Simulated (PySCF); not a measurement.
## As²⁺: ionisation energy

As²⁺ [Ar] 3d10 4s2 4p1 (2P) → As³⁺ [Ar] 3d10 4s2 (1S), as a difference of total energies. Computed with PySCF 2.14 in ANO-RCC-VTZP (6s5p3d1f, 43 functions), with the spin-free X2C one-electron Hamiltonian (Gaussian nucleus). Correlated levels: valence and next inner shell: [Ne] frozen. The calculations carry no spin-orbit coupling.

```tsv
method	ionisation energy (eV)	difference from reference (eV)
UHF	27.482	-0.867
MP2 (valence and next inner shell)	27.829	-0.520
SCS-MP2 (valence and next inner shell)	27.788	-0.561
CCSD (valence and next inner shell)	27.887	-0.462
CCSD(T) (valence and next inner shell)	27.914	-0.435
```

Reference: 28.349 ± 0.012 eV (measured; NIST Atomic Spectra Database, ionization energies).

The reference lies between the lowest fine-structure levels, while these numbers refer to the centres of the terms.

Errors of the correlated levels include the incompleteness of this basis and the frozen core.
